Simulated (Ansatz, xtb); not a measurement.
# A geometry optimisation of Cl2H2NSi2 with r2SCAN-D4/def2-SVP

The starting geometry of this gas-phase doublet was built from a drawn formula by distance geometry and a force field; its bonds are those of `Cl[Si]1(Cl)[N][SiH2]1`.

```xyz
7

Cl    0.2490    0.8464   -0.1907
Cl    0.6352    1.4596    3.0336
N    -2.1308    1.3808    1.6623
Si   -0.5562    0.7048    1.6390
Si   -2.4929   -0.3019    2.0184
H    -3.3368   -0.8654    0.9307
H    -3.0582   -0.4134    3.3710
```

Task: Predict what becomes of its bonds when it is optimised with r2SCAN-D4/def2-SVP.

Result: It keeps its bonds, and is `Cl[Si]1(Cl)[N][SiH2]1`.

The energy falls by 0.82 eV over 6 steps:

```csv
step,E − E(last) (eV)
1,0.817
2,0.074
3,0.012
4,0.001
5,0.000
6,0.000
```

Final geometry (Å):

```yaml
atoms:
  - { symbol: Cl, position_ang: [0.4162, 0.8015, -0.1947] }
  - { symbol: Cl, position_ang: [0.7797, 1.3991, 3.0213] }
  - { symbol: N, position_ang: [-2.1840, 1.4345, 1.6657] }
  - { symbol: Si, position_ang: [-0.6050, 0.9171, 1.5835] }
  - { symbol: Si, position_ang: [-2.6556, -0.1702, 2.0128] }
  - { symbol: H, position_ang: [-3.3522, -1.0059, 0.9906] }
  - { symbol: H, position_ang: [-3.0899, -0.5652, 3.3852] }
```

From the same start GFN2-xTB ends elsewhere, at `[SiH2]N=[Si](Cl)Cl`.

The end wasn't checked by frequencies. Open shells are spin-unrestricted. Run with Ansatz 0.2.0, 73 s on 2 threads of Arm Neoverse V2, on a shared host.
